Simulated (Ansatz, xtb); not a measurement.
## Isomers of C2H7FSn in order of energy

4 gas-phase structures of C2H7FSn, found in a search over its isomers (lower ones may exist). Each was relaxed with GFN2-xTB; where two conformers were screened, the lower at r2SCAN-D4/def2-SVP is listed:

A. `[CH3][SnH]([CH3])[F]`, a singlet
B. `C[C@H](F)[SnH3]`, a singlet
C. `C[CH2][SnH2][F]`, a singlet
D. `FC[CH2][SnH3]`, a singlet

Task: Estimate their order in r2SCAN-D4/def2-SVP energy at these geometries, lowest first.

Result: Calculated order at r2SCAN-D4/def2-SVP: A (0.000), C (0.352), D (1.616), B (1.734) eV.

Energies above the lowest of each column, in eV; the last columns are at PBE0-D3(BJ)/def2-SVP geometries and were run for some of them only (a dash: not run or not comparable):

```csv
structure,GFN2-xTB,HF/STO-3G,r2SCAN-D4/def2-SVP,PBE0-D3(BJ)/def2-SVP,CCSD(T)/def2-SVP + ΔMP2/def2-TZVPP
A,0.242,0.000,0.000,0.000,0.000
C,0.000,0.522,0.352,0.331,0.478
D,0.818,0.554,1.616,1.469,1.802
B,0.891,0.715,1.734,–,–
```

CCSD(T)/def2-SVP + ΔMP2/def2-TZVPP puts A lowest of those it was run on; GFN2-xTB picks C. Some further structures that were screened fall inside this span and aren't listed. Flexible structures stand in one conformer each, not always the lowest. Frequencies (PBE0-D3(BJ)/def2-SVP) were run for A, C, D alone. The ΔMP2 step shifts differences by up to 0.245 eV, which makes them less sure. Atoms past krypton carry core potentials in the def2 sets, without spin–orbit terms. ΔMP2 is the change of the MP2 energy from the smaller to the larger basis.

Over these structures GFN2-xTB departs from r2SCAN-D4/def2-SVP by 0.383 eV on average once a common shift is removed. A GFN2-xTB relaxation took about 0.063 s and the r2SCAN-D4/def2-SVP energy about 1.9 s on a shared host (Ansatz 0.2.0, xtb 6.7.1).
